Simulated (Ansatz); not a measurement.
Mulliken charges of ClH3O3Si (`O[Si](O)(O)Cl`) from ωB97M-V/def2-TZVPP in Ansatz (PBE0-D4/def2-TZVP geometry).

```tsv
atom	x (Å)	y (Å)	z (Å)	charge (e)
O1	-0.817	0.285	1.343	-0.355
Si2	-0.005	0.000	-0.029	0.747
O3	1.348	0.891	-0.054	-0.355
O4	0.379	-1.571	-0.116	-0.355
Cl5	-1.186	0.505	-1.639	-0.243
H6	-1.177	1.162	1.482	0.187
H7	1.883	0.878	-0.849	0.187
H8	-0.333	-2.207	-0.193	0.187
```

By hand: the dipole of these point charges (1 e Å = 4.8032 D).

Σ q r = (0.031, -0.014, 0.042) e Å, of length 0.054 e Å = 0.26 D.

How does the dipole of the full density compare? (An estimate is asked.)

The calculation gave: (-0.076, 0.032, -0.104) e Å, 0.64 D; the point charges give 0.41 times that, at 179° from its direction, so they point the opposite way.

Point charges leave out the atoms' own dipoles, such as those of lone pairs, and Mulliken's split depends on the basis, so the two needn't agree.
